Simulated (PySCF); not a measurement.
H₆W, multiplicity 1. Atoms are numbered in the order given.

```xyz
7

W      0.0000     0.0000     0.0000
H      0.0000    -1.8074     0.0000
H     -1.8074     0.0000     0.0000
H      1.8074     0.0000     0.0000
H      0.0000     0.0000    -1.8074
H      0.0000     0.0000     1.8074
H      0.0000     1.8074     0.0000
```
Charge 0, spin multiplicity 1.

The structure is a stationary point at B3LYP-D3(BJ)/def2-TZVP. The geometry has at least one imaginary mode, so it is a saddle point at that level. The multiplicity is an assumed one; other spin states were not compared. The def2 effective core potentials stand for the cores of W; spin–orbit coupling is left out.

All values below come from B3LYP-D3(BJ)/def2-TZVP in PySCF.

Frequencies are harmonic and unscaled.

Modes within 1.5 cm⁻¹ of each other (mostly degenerate sets) share a row, with their intensities summed.

```csv
mode,ν (cm⁻¹),IR (km/mol),Raman (Å⁴/amu),depolarisation,moving atoms (share of kinetic energy)
1–3,3462i,48675.2,0.0,–,H 98 %
4–6,688,0.0,5574.9,0.75,H 100 %
7–9,1769,1675.1,0.0,–,H 99 %
10–11,1936,0.0,79.3,0.75,H 100 %
12,1945,0.0,1637.3,0.00,H 100 %
13–15,8820,0.0,0.0,–,H 100 %
```
